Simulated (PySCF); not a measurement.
F3MoO (SMILES [O]=[Mo]([F])([F])[F]), doublet, geometry from GFN2-xTB (such geometries of metal compounds can be far from the true shape) (the multiplicity is a formal guess) (core potentials on Mo); PySCF with HF/def2-SVP.

The PySCF input:
```python
from pyscf import gto, scf

mol = gto.M(
    atom='''
Mo    0.055915   -0.040180   -0.058843
O     1.142309    0.013643   -1.267040
F     1.118825   -0.263524    1.312314
F    -1.392803   -0.439822   -0.953959
F    -1.002343    0.878727    1.042502
''',
    basis='def2-svp',
    ecp={'Mo': 'def2-svp'},
    charge=0,
    spin=1,
    verbose=4,
)

mf = scf.UHF(mol)
mf.kernel()
mf.analyze()
```

The log (banner, timings and long lists left out):

```
PySCF version 2.14.0

[INPUT] verbose = 4
[INPUT] num. atoms = 5
[INPUT] num. electrons = 49
[INPUT] charge = 0
[INPUT] spin (= nelec alpha-beta = 2S) = 1
[INPUT] symmetry False subgroup None
[INPUT] Mole.unit = angstrom
[INPUT] Symbol           X                Y                Z      unit          X                Y                Z       unit  Magmom
[INPUT]  1 Mo     0.055915000000  -0.040180000000  -0.058843000000 AA    0.105664036255  -0.075929195685  -0.111197154348 Bohr   0.0
[INPUT]  2 O      1.142309000000   0.013643000000  -1.267040000000 AA    2.158651159626   0.025781533517  -2.394358588869 Bohr   0.0
[INPUT]  3 F      1.118825000000  -0.263524000000   1.312314000000 AA    2.114272831317  -0.497988187250   2.479914049432 Bohr   0.0
[INPUT]  4 F     -1.392803000000  -0.439822000000  -0.953959000000 AA   -2.632016215473  -0.831143123558  -1.802721244064 Bohr   0.0
[INPUT]  5 F     -1.002343000000   0.878727000000   1.042502000000 AA   -1.894153752875   1.660553368261   1.970043264311 Bohr   0.0

nuclear repulsion = 239.14514624401
number of shells = 35
number of NR pGTOs = 153
number of NR cGTOs = 87
basis = def2-svp
ecp = {'Mo': 'def2-svp'}

******** <class 'pyscf.scf.uhf.UHF'> ********
method = UHF
initial guess = minao
damping factor = 0
level_shift factor = 0
DIIS = <class 'pyscf.scf.diis.CDIIS'>
diis_start_cycle = 1
diis_space = 8
diis_damp = 0
SCF conv_tol = 1e-09
SCF conv_tol_grad = None
SCF max_cycles = 50
direct_scf = True
direct_scf_tol = 1e-13
number electrons alpha = 25  beta = 24
Set gradient conv threshold to 3.16228e-05
init E= -432.204942398827

cycle= 1 E= -440.163275760007  delta_E= -7.96  |g|= 0.945  |ddm|= 2.38
cycle= 2 E= -440.026930786187  delta_E= 0.136  |g|= 1.05  |ddm|= 1.33
cycle= 3 E= -440.430502634146  delta_E= -0.404  |g|= 0.189  |ddm|= 0.78
cycle= 4 E= -440.443212238335  delta_E= -0.0127  |g|= 0.0624  |ddm|= 0.16
cycle= 5 E= -440.444838316932  delta_E= -0.00163  |g|= 0.0107  |ddm|= 0.0578
cycle= 6 E= -440.445058762106  delta_E= -0.00022  |g|= 0.00612  |ddm|= 0.0241
cycle= 7 E= -440.445165240637  delta_E= -0.000106  |g|= 0.00477  |ddm|= 0.0159
cycle= 8 E= -440.445261678782  delta_E= -9.64e-05  |g|= 0.0038  |ddm|= 0.0171
cycle= 9 E= -440.445338353227  delta_E= -7.67e-05  |g|= 0.00306  |ddm|= 0.0168
cycle= 10 E= -440.445413888522  delta_E= -7.55e-05  |g|= 0.00207  |ddm|= 0.0229
cycle= 11 E= -440.445458483439  delta_E= -4.46e-05  |g|= 0.00115  |ddm|= 0.0232
cycle= 12 E= -440.445468776532  delta_E= -1.03e-05  |g|= 0.00052  |ddm|= 0.0121
cycle= 13 E= -440.445469673994  delta_E= -8.97e-07  |g|= 0.000329  |ddm|= 0.00268
cycle= 14 E= -440.445470016953  delta_E= -3.43e-07  |g|= 0.000165  |ddm|= 0.00187
cycle= 15 E= -440.445470083313  delta_E= -6.64e-08  |g|= 0.000109  |ddm|= 0.000512
cycle= 16 E= -440.445470128035  delta_E= -4.47e-08  |g|= 6.16e-05  |ddm|= 0.000553
cycle= 17 E= -440.445470144499  delta_E= -1.65e-08  |g|= 3.57e-05  |ddm|= 0.000326
cycle= 18 E= -440.445470150258  delta_E= -5.76e-09  |g|= 1.8e-05  |ddm|= 0.000222
cycle= 19 E= -440.445470151541  delta_E= -1.28e-09  |g|= 9.78e-06  |ddm|= 0.000111
cycle= 20 E= -440.445470151798  delta_E= -2.57e-10  |g|= 6.19e-06  |ddm|= 3.84e-05
Extra cycle  E= -440.445470151877  delta_E= -7.87e-11  |g|= 4.8e-06  |ddm|= 1.28e-05
converged SCF energy = -440.445470151877  <S^2> = 0.77799288  2S+1 = 2.0277997
**** SCF Summaries ****
Total Energy =                        -440.445470151876521
Nuclear Repulsion Energy =             239.145146244009624
One-electron Energy =                -1111.791881870243287
Two-electron Energy =                  432.201265474357172
Two-electron Coulomb Energy =          477.806623571808473
DFT Exchange-Correlation Energy =      -45.605358097451301
**** MO energy ****
                             alpha | beta                alpha | beta
MO #1   energy= -26.3282639700548  | -26.3279372311214  occ= 1 | 1
MO #2   energy= -26.3282494532247  | -26.3279231596336  occ= 1 | 1
MO #3   energy= -26.2977195442691  | -26.2967773372759  occ= 1 | 1
MO #4   energy= -20.6303655792545  | -20.6379495456188  occ= 1 | 1
MO #5   energy= -3.31115848758725  | -3.25501578287157  occ= 1 | 1
MO #6   energy= -2.17567100445531  | -2.13332323668745  occ= 1 | 1
MO #7   energy= -2.16980811496476  | -2.12143484229264  occ= 1 | 1
MO #8   energy= -2.15518531353115  | -2.04505458390964  occ= 1 | 1
MO #9   energy= -1.6057376899204   | -1.60368188818055  occ= 1 | 1
MO #10  energy= -1.55712344255928  | -1.55288614744643  occ= 1 | 1
MO #11  energy= -1.54910326060437  | -1.54382111951228  occ= 1 | 1
MO #12  energy= -1.26528696234859  | -1.28426002107576  occ= 1 | 1
MO #13  energy= -0.807753827514372 | -0.794850068544939 occ= 1 | 1
MO #14  energy= -0.777826423114341 | -0.772558742844937 occ= 1 | 1
MO #15  energy= -0.750625981517171 | -0.733221640547228 occ= 1 | 1
MO #16  energy= -0.734882692944155 | -0.731682412284182 occ= 1 | 1
MO #17  energy= -0.722720594185048 | -0.714433604785021 occ= 1 | 1
MO #18  energy= -0.688529483831046 | -0.686749166447193 occ= 1 | 1
MO #19  energy= -0.686489366663275 | -0.680418218175992 occ= 1 | 1
MO #20  energy= -0.684494523872014 | -0.672808143851124 occ= 1 | 1
MO #21  energy= -0.645468417778165 | -0.645318213382296 occ= 1 | 1
MO #22  energy= -0.601815976052062 | -0.601209777642455 occ= 1 | 1
MO #23  energy= -0.571695436337327 | -0.579996762559428 occ= 1 | 1
MO #24  energy= -0.557404807210074 | -0.57609892930671  occ= 1 | 1
MO #25  energy= -0.466562130139135 | -0.0128704645266637 occ= 1 | 0
MO #26  energy= -0.00192617374533555 | 0.0192410614039389 occ= 0 | 0
MO #27  energy= 0.0445196849009209 | 0.066905738515887  occ= 0 | 0
MO #28  energy= 0.0581439406085538 | 0.0805420939934507 occ= 0 | 0
MO #29  energy= 0.0720945322991865 | 0.0869733787520399 occ= 0 | 0
MO #30  energy= 0.0816486774841809 | 0.0993135004236234 occ= 0 | 0
MO #31  energy= 0.124521834050992  | 0.125857308050057  occ= 0 | 0
MO #32  energy= 0.126067308098441  | 0.126235971439224  occ= 0 | 0
MO #33  energy= 0.214767003865006  | 0.240665112794026  occ= 0 | 0

spin_pop of  0 Mo 4s        0.00071
spin_pop of  0 Mo 5s        0.13625
spin_pop of  0 Mo 6s        0.03644
spin_pop of  0 Mo 7s        0.00007
spin_pop of  0 Mo 8s        0.00323
spin_pop of  0 Mo 4px      -0.00008
spin_pop of  0 Mo 4py       0.00157
spin_pop of  0 Mo 4pz      -0.00778
spin_pop of  0 Mo 5px       0.00051
spin_pop of  0 Mo 5py      -0.00018
spin_pop of  0 Mo 5pz       0.00634
spin_pop of  0 Mo 6px      -0.00004
spin_pop of  0 Mo 6py       0.00070
spin_pop of  0 Mo 6pz       0.00725
spin_pop of  0 Mo 4dxy      0.08552
spin_pop of  0 Mo 4dyz      0.15949
spin_pop of  0 Mo 4dz^2     0.02972
spin_pop of  0 Mo 4dxz      0.43689
spin_pop of  0 Mo 4dx2-y2    0.05961
spin_pop of  0 Mo 5dxy      0.01606
spin_pop of  0 Mo 5dyz      0.02629
spin_pop of  0 Mo 5dz^2     0.00148
spin_pop of  0 Mo 5dxz      0.07817
spin_pop of  0 Mo 5dx2-y2    0.00057
spin_pop of  0 Mo 4f-3      0.00078
spin_pop of  0 Mo 4f-2      0.00020
spin_pop of  0 Mo 4f-1      0.00039
spin_pop of  0 Mo 4f+0      0.00042
spin_pop of  0 Mo 4f+1      0.00001
spin_pop of  0 Mo 4f+2     -0.00019
spin_pop of  0 Mo 4f+3     -0.00025
spin_pop of  1 O 1s        0.00000
spin_pop of  1 O 2s       -0.00079
spin_pop of  1 O 3s        0.00383
spin_pop of  1 O 2px      -0.03988
spin_pop of  1 O 2py      -0.05449
spin_pop of  1 O 2pz      -0.02806
spin_pop of  1 O 3px       0.00202
spin_pop of  1 O 3py       0.00174
spin_pop of  1 O 3pz       0.00143
spin_pop of  1 O 3dxy      0.00012
spin_pop of  1 O 3dyz      0.00005
spin_pop of  1 O 3dz^2     0.00019
spin_pop of  1 O 3dxz      0.00004
spin_pop of  1 O 3dx2-y2    0.00020
spin_pop of  2 F 1s        0.00000
spin_pop of  2 F 2s        0.00106
spin_pop of  2 F 3s        0.00443
spin_pop of  2 F 2px      -0.00029
spin_pop of  2 F 2py       0.00209
spin_pop of  2 F 2pz       0.00120
spin_pop of  2 F 3px       0.00065
spin_pop of  2 F 3py       0.00163
spin_pop of  2 F 3pz       0.00048
spin_pop of  2 F 3dxy      0.00003
spin_pop of  2 F 3dyz      0.00001
spin_pop of  2 F 3dz^2    -0.00001
spin_pop of  2 F 3dxz      0.00002
spin_pop of  2 F 3dx2-y2    0.00003
spin_pop of  3 F 1s        0.00000
spin_pop of  3 F 2s        0.00124
spin_pop of  3 F 3s        0.00485
spin_pop of  3 F 2px      -0.00064
spin_pop of  3 F 2py       0.00643
spin_pop of  3 F 2pz      -0.00112
spin_pop of  3 F 3px       0.00074
spin_pop of  3 F 3py       0.00053
spin_pop of  3 F 3pz       0.00055
spin_pop of  3 F 3dxy     -0.00001
spin_pop of  3 F 3dyz      0.00001
spin_pop of  3 F 3dz^2     0.00001
spin_pop of  3 F 3dxz      0.00004
spin_pop of  3 F 3dx2-y2    0.00002
spin_pop of  4 F 1s       -0.00000
spin_pop of  4 F 2s        0.00205
spin_pop of  4 F 3s        0.00245
spin_pop of  4 F 2px      -0.00157
spin_pop of  4 F 2py       0.00440
spin_pop of  4 F 2pz      -0.00039
spin_pop of  4 F 3px       0.00035
spin_pop of  4 F 3py       0.00122
spin_pop of  4 F 3pz       0.00084
spin_pop of  4 F 3dxy      0.00002
spin_pop of  4 F 3dyz      0.00003
spin_pop of  4 F 3dz^2     0.00000
spin_pop of  4 F 3dxz      0.00006
spin_pop of  4 F 3dx2-y2   -0.00001
In total            25.00000 | 24.00000
Dipole moment(X, Y, Z, Debye):  0.11103, -0.73267, -0.06606
```
